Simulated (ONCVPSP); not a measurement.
# Mo (Z = 42): one change to an ONCV potential, before and after

molybdenum (Mo), optimised norm-conserving Vanderbilt (ONCV), made with ONCVPSP 4.0.1 (PBE, scalar-relativistic). Core [Ar] 3d10, reference 4s2 4p6 4d5 5s1. Waves: 4s+5s: rc 1.65 bohr, ncon 5, nbas 7, qcut 6.6 1/bohr, 3 projectors, debl 1.8 Ha; 4p: rc 1.90 bohr, ncon 4, nbas 9, qcut 5.8 1/bohr, 3 projectors, debl 2.4 Ha; 4d: rc 1.50 bohr, ncon 5, nbas 8, qcut 7.6 1/bohr, 2 projectors, debl 2 Ha. Local part: polynomial inside 1.05 bohr (lpopt 5, dvloc0 0 Ha). Core correction: Teter function, fcfact 1.5, rcfact 1.4.

All-electron outer shells of the reference configuration (PBE, scalar-relativistic, ld1.x):

```tsv
shell	level (eV)	outermost node (bohr)	outermost maximum (bohr)
3d	-220.98	–	0.32
4s	-64.35	0.51	0.99
4p	-38.49	0.52	1.08
5s	-4.09	1.34	2.93
4d	-3.75	0.53	1.38
```

Change: s: nbas 10.

Cutoffs: the cutoffs (Ha) at which the residual kinetic energy of the hardest occupied pseudo-wave falls to 1 and 0.1 mHa per electron; they do not see the model core or the augmentation charge, which bear on the density cutoff. Errors are all-electron minus pseudo energies relative to the spin-unpolarised reference configuration.

Predict the effect on cutoff, ghosts and configuration errors.

The potential gets softer (24 Ha and 41 Ha → 21 Ha and 30 Ha); of the 4 tests that both files solve, the error grows in 0 and shrinks in 1 by more than 15 % and 0.3 meV (median size 1.2 → 1.3 meV); neither file shows a bound ghost.

```tsv
quantity	base	changed
cutoff, loose	24 Ha	21 Ha
cutoff, tight	41 Ha	30 Ha
loose cutoff by channel	s 24 Ha, p 12 Ha, d 21 Ha	s 19 Ha, p 12 Ha, d 21 Ha
bound ghosts	none	none
GHOST(+) flags under 300 eV	none	none
error for 4s2 4p6 4d5 5s0, meV [ΔE 6.89 eV]	-1.7	-1.9
error for 4s2 4p6 4d4 5s0, meV [ΔE 22.35 eV]	-0.8	-0.9
error for 4s2 4p6 4d3 5s0, meV [ΔE 49.10 eV]	+1.8	+1.7
error for 4s2 4p6 4d4 5s2, meV [ΔE 0.20 eV]	+0.8	+0.1
s: phases at 1.68 bohr within 0.05 rad from the reference energy up to (Ha; the scan ends near 5)	to the end of the scan	to the end of the scan
p: phases at 1.93 bohr within 0.05 rad from the reference energy up to (Ha; the scan ends near 5)	to the end of the scan	to the end of the scan
d: phases at 1.53 bohr within 0.05 rad from the reference energy up to (Ha; the scan ends near 5)	to the end of the scan	to the end of the scan
rms error of d²Exc/dni dnj with the model core, mHa	0.35	0.19
```
